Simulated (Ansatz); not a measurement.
The same ligand exchange along the group Mg, Zn, Cd.

Gas-phase electronic energies from Ansatz, PBE0-D4/def2-TZVP geometries. CBS: MP2 limit from def2 TZ/QZ plus the TZ coupled-cluster correction, frozen cores. This one scheme is used for every species. Functionals use def2-TZVPP. def2 core potentials past Kr. For Cd, Mg, Zn outer-core shells are correlated without core-valence functions, which leaves a few kJ/mol of doubt a bond. Scalar relativity is left out up to krypton. Each species was taken in one conformer, which may not be the lowest.

| reaction | CCSD/CBS(def2) (kJ/mol) | LDA (SPW92) (kJ/mol) | CCSD(T)/def2-SVP (kJ/mol) | CCSD(T)/CBS(def2) (kJ/mol) |
| --- | --- | --- | --- | --- |
| `C[O][Mg][F]` + `O[SiH3]` → `[F][Mg][O][SiH3]` + CH₃OH | -39 | -29 | -36 | -39 |
| `C[O][Zn][F]` + `O[SiH3]` → `[F][Zn][O][SiH3]` + CH₃OH | -33 | -20 | -39 | -32 |
| `C[O][Cd][F]` + `O[SiH3]` → `[F][Cd][O][SiH3]` + CH₃OH | -31 | -17 | -33 | -29 |

Largest T1 diagnostic: 0.018, for `C[O][Cd][F]`.
